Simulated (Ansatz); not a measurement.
All numbers were calculated with Ansatz.

A structure relaxed at PBE0-D4/def2-TZVP, charge 0, multiplicity 1:

```tsv
atom	x (Å)	y (Å)	z (Å)
C1	-0.4974	1.8880	1.0446
C2	0.2032	0.7477	1.0553
B3	0.1042	-0.2612	-0.1091
C4	-0.0602	0.1973	-1.5917
Ga5	0.2144	-2.3109	0.3498
F6	1.8686	-2.8965	0.6329
H7	-1.0727	2.1922	0.1751
H8	-0.5549	2.5445	1.9082
H9	0.7315	0.4983	1.9745
H10	0.9287	0.0580	-2.0559
H11	-0.7436	-0.4167	-2.1841
H12	-0.3151	1.2536	-1.7180
H13	-0.8067	-3.4944	0.5187
```

Q: Give its formula and SMILES.

A: C3H7BFGa, `C=C[B](C)[GaH][F]`.

Q: Point group (tolerance 0.08 Å, 0.16 Å for H)?

A: C1.

Q: Summarise the bond lengths by kind.

A: 1 × C–C 1.338 Å; 6 × C–H 1.086 to 1.101 Å; 2 × B–C 1.544 to 1.560 Å; 1 × B–Ga 2.103 Å; 1 × F–Ga 1.778 Å; 1 × Ga–H 1.572 Å.
